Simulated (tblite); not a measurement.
C₅H₉F₃N₂Si.
SMILES: `CC1=NN([SiH3])C[C@@H]1C(F)(F)F`

Level: GFN2-xTB in tblite, geometry and Hessian alike; calculated harmonic values, unscaled, isolated species. Against measured fundamentals such values can be off by several per cent, at times by over 20. Modes of hydrogen on silicon can be 10 to 20 % off.

Harmonic wavenumbers (cm⁻¹): 30.8, 49.1, 53.8, 102.8, 130.0, 140.9, 178.1, 213.2, 275.2, 297.4, 312.6, 396.9, 452.1, 484.5, 500.6, 525.2, 563.0, 586.3, 619.2, 647.6, 730.8, 770.0, 785.0, 817.5, 882.3, 922.5, 973.9, 1015.8, 1021.1, 1051.8, 1055.6, 1076.2, 1113.2, 1148.8, 1168.7, 1181.8, 1197.8, 1270.2, 1277.0, 1333.3, 1399.3, 1458.0, 1465.2, 1477.2, 1696.9, 2213.0, 2235.2, 2364.6, 2937.3, 2949.8, 2966.7, 2999.0, 3014.9, 3069.0.

A = 1641, B = 633.9, C = 519.2 MHz; mass 182.049 u (most abundant isotopes); point group C1, symmetry number 1.

Problem. What is the zero-point energy?

Solution. ½Σν̃ = 29799 cm⁻¹ = 85.20 kcal/mol.

Problem. Entropy at 350 K, 1 bar (ideal gas, RRHO, classical rotation)?

Solution. Translation 42.33, rotation 31.24, vibration 47.45: S = 121.0 cal/(mol K).

Problem. And Cp and H(350 K) − H(0)?

Solution. Cp = 52.84 cal/(mol K), of which vibrations give 44.89 (their classical limit is 54 R = 107.3); H(350 K) − H(0) = 11.05 kcal/mol without the zero-point energy, 8.27 from vibrations.

Problem. Which modes carry the vibrational entropy at 350 K?

Solution. 30.8 cm⁻¹: 6.10; 49.1 cm⁻¹: 5.17; 53.8 cm⁻¹: 4.99; 102.8 cm⁻¹: 3.71; 130.0 cm⁻¹: 3.26; 140.9 cm⁻¹: 3.10 cal/(mol K); the other 48 give 21.13 together.

Problem. How do the functions run with temperature in this model?

Solution. 
```
 T (K)  S (cal/(mol K))  Cp (cal/(mol K))  H − H(0) (kcal/mol)  G − H(0) (kcal/mol)  ln q(vib)
    50             64.1              16.0                 0.58                -2.62       1.15
   100             77.3              22.7                 1.56                -6.18       3.07
298.15            113.0              46.9                 8.46               -25.24      10.22
373.15            124.5              55.3                12.30               -34.15      12.78
   500            142.4              67.1                20.10               -51.10      16.98
   750            172.8              82.7                39.00               -90.62      24.73
  1000            198.0              92.2                60.95              -137.07      31.76
```

q(vib) and H(0) count from the zero-point level.

Hindered rotation and anharmonicity are outside this model. The structure is chiral; the term R ln 2 for an equal mix with its mirror image is left out.
